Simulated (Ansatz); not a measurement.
N-butyl-N-methylpyrrolidinium bromide (C₉H₂₀BrN). Total charge 0; triplet. Geometry PBE-D4/def2-SVP, that of the neutral singlet; atoms count from 1.

```xyz
31

C     0.745    1.529   -3.900
C    -0.120    1.509   -2.640
C     0.386    0.517   -1.582
C    -0.551    0.506   -0.385
N    -0.126   -0.378    0.772
C     0.041   -1.802    0.311
C    -1.194   -0.324    1.860
C    -0.488   -0.830    3.118
C     1.022   -0.518    2.900
C     1.106    0.106    1.497
H     1.796    1.810   -3.670
H     0.360    2.256   -4.643
H     0.767    0.532   -4.389
H    -0.165    2.530   -2.197
H    -1.167    1.243   -2.901
H     1.428    0.784   -1.292
H     0.423   -0.493   -2.042
H    -1.563    0.109   -0.669
H    -0.661    1.523    0.045
H    -0.936   -2.099   -0.157
H     0.263   -2.439    1.185
H     0.881   -1.848   -0.403
H    -1.472    0.745    1.949
H    -2.080   -0.888    1.473
H    -0.654   -1.915    3.261
H    -0.897   -0.328    4.016
H     1.425    0.186    3.653
H     1.636   -1.437    2.966
H     2.009   -0.168    0.921
H     1.032    1.210    1.534
Br   -3.244   -1.629   -0.591
```

At PBE0-D4/def2-SVP a singlet of charge 0 lies 5.74 eV below the triplet at the same geometry.

Q: Estimate the Mulliken populations of the heavy atoms from the PBE0/def2-SVP orbitals of Ansatz.

A: 
```tsv
atom	charge (e)	spin (α − β)
C1	-0.07	0.00
C2	-0.13	0.01
C3	-0.06	-0.02
C4	0.09	0.05
N5	-0.41	-0.03
C6	0.13	-0.01
C7	0.09	0.02
C8	0.00	-0.04
C9	-0.02	-0.02
C10	0.18	-0.03
Br31	-0.03	0.91
```
Mulliken values depend strongly on the basis.

Q: Where does the spin sit?

A: Summed by element: C -0.03, N -0.03, H 1.15, Br 0.91, of 2 unpaired in all. Largest on single atoms: Br31 0.91, H30 0.20, H19 0.16.

Q: And the Mayer bond orders between heavy atoms (over 0.3)?

A: C1–C2 1.09 (1.53 Å); C2–C3 1.06 (1.54 Å); C3–C4 1.06 (1.52 Å); C4–N5 0.86 (1.52 Å); N5–C6 0.89 (1.51 Å); N5–C7 0.85 (1.53 Å); N5–C10 0.84 (1.51 Å); C7–C8 1.09 (1.53 Å); C8–C9 1.08 (1.56 Å); C9–C10 1.09 (1.54 Å).
